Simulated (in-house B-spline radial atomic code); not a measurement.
RPA and G0W0 for Rh4+, [Kr] 4d5, highest spin, as one setting changes: the share of exact exchange in the PBE hybrid start. A dash marks a level of low quasi-particle weight. Computed with a B-spline radial code for spherical atoms: all electrons, scalar-relativistic (spin-free one-electron X2C), finite nucleus, each spin shell either full or empty, empty states to l = 9 with an (l + 1/2)⁻⁴ tail; G0W0 by contour deformation at full frequency.

```
share of exact exchange in the PBE hybrid start  mean-field level (eV)  G0W0 level (eV)  RPA correlation (Eh)
                                              0                 -56.33     4d up -64.49               -3.1278
                                            0.1                 -57.25     4d up -64.54               -3.1007
                                            0.2                      ?                ?                     ?
                                            0.3                 -59.10     4d up -64.62                -3.049
                                            0.4                 -60.03     4d up -64.65               -3.0242
                                            0.5                 -60.96     4d up -64.67               -3.0002
                                            0.6                      ?                ?                     ?
                                            0.7                 -62.84     4d up -64.71                -2.954
                                            0.8                 -63.79     4d up -64.72               -2.9318
                                            0.9                 -64.73     4d up -64.73               -2.9101
                                              1                 -65.68     4d up -64.74                -2.889
```

(1) What belongs in the row for 0.6?

(2) What belongs in the row for 0.2?

(3) At what share of exact exchange does G0W0 leave the highest level unchanged?

## Answers

(1) mean-field level (eV): -61.90; G0W0 level (eV): 4d up -64.69; RPA correlation (Eh): -2.9768.

(2) mean-field level (eV): -58.17; G0W0 level (eV): 4d up -64.59; RPA correlation (Eh): -3.0745.

(3) Near 0.90, where the shift changes sign (-0.001 eV at 0.9, +0.942 eV at 1).
